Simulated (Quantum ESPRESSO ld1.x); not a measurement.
Question: Ar12+, 6 electrons, occupied as [He] 2s2 2p2. Method: scalar-relativistic Kohn-Sham, PBE, spin-unpolarised, spherical densities, point nucleus; computed with ld1.x of Quantum ESPRESSO 7.5. Some entries of the table are withheld. Estimate them.

orbital,occ.,eigenvalue (eV),<r> (bohr),<r^2> (bohr^2)
1s,2,(1),0.08535,(2)
2s,2,(3),0.3760,(4)
2p,2,(5),0.3288,(6)

Answer: 
(1) 1s eigenvalue (eV): -3632.974
(2) 1s <r^2> (bohr^2): 0.009784
(3) 2s eigenvalue (eV): -697.716
(4) 2s <r^2> (bohr^2): 0.1658
(5) 2p eigenvalue (eV): -647.449
(6) 2p <r^2> (bohr^2): 0.1313
